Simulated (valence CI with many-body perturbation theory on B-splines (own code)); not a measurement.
Values are calculated unless marked as measured or tabulated.
## Ladder of approximations for I³²⁺

Level of theory: relativistic CI+MBPT: three valence electrons over a frozen Dirac-Fock core [Ar], a basis of 9 s, 9 p, 10 d, 8 f, 5 g, 3 h, 1 i functions for each j, with the one-electron correlation potential Σ1, the two-electron term Σ2, the three-electron term Σ3, Breit, model QED; selected CI, second order for the rest (own B-spline code, finite nucleus).

The last digits are not significant, and no measured levels were compared; by estimate large intervals hold to a few tenths of a per cent, small ones and those within an open d or f shell to about a per cent. Only levels of the ground parity were solved; by the run's estimate the other parity begins above the list, which can be wrong where configurations are misplaced.

Each rung adds one term. CI alone is the Dirac-Coulomb CI over the frozen core; QED comes last and gives the full result, which names the levels. Energies are above (3d3/2^3) J=3/2 on the same rung, in cm⁻¹.

Levels are named by their leading jj configuration (3d3/2^4 stands for four electrons in 3d with j = 3/2), which in mixed levels can hold well under half, so a name can repeat and another be missing. Letters in brackets count levels of one name in rising energy.

```csv
Level,CI alone,Σ1,Σ2,Σ3,Breit,QED,Full
(3d3/2^2 3d5/2) J=5/2 [a],80164,+723,+1751,+198,-3907,+311,79239
(3d3/2^2 3d5/2) J=7/2,124151,+895,+1355,+53,-6660,+370,120163
(3d3/2^2 3d5/2) J=3/2,126239,+666,-2527,+938,-2719,+264,122861
(3d3/2^2 3d5/2) J=9/2,139643,+826,+1288,-177,-7741,+333,134172
(3d3/2^2 3d5/2) J=1/2,149137,+760,-3640,+1096,-3616,+297,144035
(3d3/2 3d5/2^2) J=7/2 [a],218790,+1427,+1576,-301,-8000,+586,214078
(3d3/2^2 3d5/2) J=5/2 [b],225939,+1187,-3149,+249,-5622,+467,219070
(3d3/2 3d5/2^2) J=9/2,232347,+1546,+2441,+308,-10418,+634,226858
(3d3/2 3d5/2^2) J=3/2 [a],260860,+1551,-1768,-359,-6452,+624,254455
(3d3/2 3d5/2^2) J=1/2,273795,+1589,-3088,+1677,-7200,+636,267410
(3d3/2 3d5/2^2) J=11/2,287999,+1618,+2008,+244,-12392,+641,280117
(3d3/2 3d5/2^2) J=5/2 [a],310282,+1609,-3963,-1087,-8024,+628,299445
(3d3/2 3d5/2^2) J=5/2 [b],326562,+1492,-4540,+503,-6159,+560,318419
(3d3/2 3d5/2^2) J=7/2 [b],343869,+1620,-4541,+664,-9294,+617,332935
(3d5/2^3) J=9/2,359215,+2333,+2526,-318,-13104,+952,351604
(3d5/2^3) J=3/2,379352,+2171,-2335,+1080,-9280,+867,371854
(3d3/2 3d5/2^2) J=3/2 [b],480251,+2049,-7782,+54,-7688,+754,467638
(3d5/2^3) J=5/2,502297,+2352,-5066,+129,-9530,+895,491077
```

The middle columns are the shifts that each term adds.

(1) How does the ionisation energy move along the ladder, and which term matters most?

Answers

(1) CI alone 1992.9, + Σ1 1995.5, + Σ2 2000.9, + Σ3 2000.9, + Breit 1999.8, + QED 1999.9 eV. The largest step is Σ2, 5.4 eV. NIST lists 1999 ± 4 eV (theoretical).
